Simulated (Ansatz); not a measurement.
Relaxation of CH6N2SeSi (11 atoms, charge 0, multiplicity 1), to a largest force component of 0.015 eV/Å in at most 40 steps.

These are results of RKS B3LYP/def2-SVP (Ansatz 0.2.0), not measurements.

```xyz
11
Properties=species:S:1:pos:R:3
N -0.891 1.436 0.530
C -0.722 0.118 0.042
N 0.400 -0.473 0.734
Si 1.543 -0.711 -0.678
Se -0.195 0.143 -1.886
H -1.758 1.887 -0.004
H -1.199 1.428 1.527
H -1.600 -0.477 0.172
H 0.162 -1.409 1.125
H 2.654 0.151 -0.611
H 1.671 -2.150 -0.929
```

Where does it end, and by what steps?

It converged. After 20 steps the energy has fallen by 1.002 eV; H7 moved furthest, 0.97 Å.

```csv
step,energy less start (eV),largest force component (eV/Å),accepted
0,0.0000,2.894,yes
1,-0.4731,1.181,yes
2,-0.5453,0.398,yes
3,-0.5779,0.427,yes
4,-0.6113,0.510,yes
5,-0.6242,0.316,yes
6,-0.6556,0.293,yes
7,-0.6907,0.523,yes
8,-0.7375,0.771,yes
9,-0.7906,0.542,yes
10,-0.8173,0.548,yes
11,-0.8274,0.161,yes
12,-0.8507,0.561,yes
13,-0.9043,0.670,yes
14,-0.9773,0.589,yes
15,-0.9933,0.361,yes
16,-0.9952,0.157,yes
17,-1.0010,0.092,yes
18,-1.0019,0.053,yes
19,-1.0021,0.022,yes
20,-1.0022,0.009,yes
```

```xyz
11
Properties=species:S:1:pos:R:3
N -1.278 1.163 0.798
C -0.842 0.076 0.030
N 0.305 -0.588 0.587
Si 1.486 -0.766 -0.682
Se 0.010 0.461 -1.910
H -2.137 1.594 0.466
H -0.553 1.862 0.952
H -1.701 -0.571 -0.216
H 0.218 -0.948 1.533
H 2.827 -0.175 -0.384
H 1.730 -2.163 -1.154
```

The run took 94 s on 2 threads of Arm Neoverse V1 (shared host), peak memory 0.32 GiB.
